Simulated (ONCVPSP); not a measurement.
# u(r) = r·R(r): atom against pseudo-atom (P (Z = 15))

Columns: radius, all-electron u(r) and pseudo u(r) of the 3s shell (level -13.94 eV) of phosphorus in the configuration [Ne] 3s2 3p3; revPBE, scalar-relativistic, ONCV scheme, ONCVPSP 4.0.1.

| r (bohr) | all-electron | pseudo |
| --- | --- | --- |
| 0.078 | 0.1694 | 0.0243 |
| 0.155 | -0.0539 | 0.0491 |
| 0.232 | -0.2587 | 0.0754 |
| 0.310 | -0.3604 | 0.1050 |
| 0.388 | -0.3628 | 0.1387 |
| 0.465 | -0.2962 | 0.1769 |
| 0.542 | -0.1884 | 0.2204 |
| 0.620 | -0.0589 | 0.2694 |
| 0.698 | 0.0759 | 0.3221 |
| 0.775 | 0.2045 | 0.3764 |
| 0.852 | 0.3229 | 0.4317 |
| 0.930 | 0.4292 | 0.4876 |
| 1.008 | 0.5206 | 0.5429 |
| 1.085 | 0.5964 | 0.5963 |
| 1.162 | 0.6584 | 0.6475 |
| 1.240 | 0.7079 | 0.6952 |
| 1.318 | 0.7449 | 0.7358 |
| 1.395 | 0.7703 | 0.7662 |
| 1.472 | 0.7857 | 0.7849 |
| 1.550 | 0.7926 | 0.7925 |
| 1.628 | 0.7918 | 0.7918 |
| 1.705 | 0.7847 | 0.7847 |
| 1.782 | 0.7724 | 0.7724 |
| 1.860 | 0.7555 | 0.7555 |
| 1.938 | 0.7351 | 0.7351 |
| 2.015 | 0.7123 | 0.7123 |

Question: How many radial nodes do the two functions have?

Answer: The all-electron 3s function has n − l − 1 = 2; the pseudo-wave has 0, since the states of the same l below it are removed with the core.

Question: At about which radius was the pseudo-wave matched?

Answer: 1.55 bohr, where the columns begin to agree (steps of 0.08 bohr).

Question: Is the pseudo-wave norm-conserving?

Answer: Yes: the ONCV scheme keeps the norm inside the radius equal to the all-electron one, which fixes the energy derivative of the logarithmic derivative at the level.
